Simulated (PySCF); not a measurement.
OP, SMILES [P]=O, multiplicity 2. The structure is a stationary point at B3LYP-D3(BJ)/def2-TZVPD.

Calculation: B3LYP-D3(BJ)/def2-TZVPD run with PySCF.

Harmonic wavenumbers (cm⁻¹): 1258. Rotational constants (GHz): 21.88 (linear); symmetry number 1.

**Question.** Work out the zero-point energy and the ideal-gas rigid-rotor harmonic-oscillator thermochemistry at 298.15 K and 1 atm.

**Answer.** ZPE = ½ Σ hcν = ½ × 1258 cm⁻¹ = 7.52 kJ/mol. H − E(el) = 16.23 kJ/mol. Entropy in J/(mol K): translation 156.76, rotation 55.28, vibration 0.14, spin 5.76, total 217.93. G − E(el) = -48.74 kJ/mol. Cp = 29.81 J/(mol K).
